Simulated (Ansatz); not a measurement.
`O[SiH2][SiH]([SiH3])Cl` + `C[SiH2]N` → `C[SiH2]N[SiH2]O` + `[SiH3][SiH2]Cl`  (cleavage of the Si–Si bond)

Gas-phase electronic energies from Ansatz, PBE0-D4/def2-TZVP geometries. CBS: MP2 limit from def2 TZ/QZ plus the TZ coupled-cluster correction, frozen cores. Functionals use def2-TZVPP. Each species was taken in one conformer, which may not be the lowest.

```json
{"level": "ωB97X-V", "ΔE (eV)": "-0.81"}
{"level": "r2SCAN", "ΔE (eV)": "-0.77"}
{"level": "SCS-MP2/def2-TZVPP", "ΔE (eV)": "-0.95"}
{"level": "SCS-MP2/def2-QZVPP", "ΔE (eV)": "-0.94"}
```

(1) What does CCSD(T)/CBS give? (Estimate.)

Largest T1 diagnostic among the species: 0.012.

## Answers

(1) Ansatz gave: -0.84 eV. The listed levels differ from it by 0.03, 0.07, -0.11, -0.10 eV.

From PBE to PBE0 (25 % exact exchange), in def2-TZVPP and without D4, ΔE moves by −0.08 eV. In def2-TZVPP, CCSD(T) changes the Hartree–Fock value by +0.15 eV (the triples alone add +0.02 eV) and MP2 by +0.09 eV.
